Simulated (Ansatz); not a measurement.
Task: Name a neutral molecule of C, N, O, Sb and H with HOMO–LUMO gap (B3LYP/def2-TZVPP) between 5.65 and 5.95 eV and HOMO–LUMO gap (PBE/def2-TZVPP) between 4.10 and 4.40 eV (Ansatz, PBE0-D4/def2-TZVP geometry).

Result: `O=C[NH][SbH2]` (5.91 eV, 4.33 eV); `C/C(O)=[N]\[SbH2]` (5.84 eV, 4.36 eV). Other molecules can fit too; these were computed, each in one conformer that needn't be the lowest.

B3LYP here is the variant with VWN-RPA as its local correlation; programs differ in this.
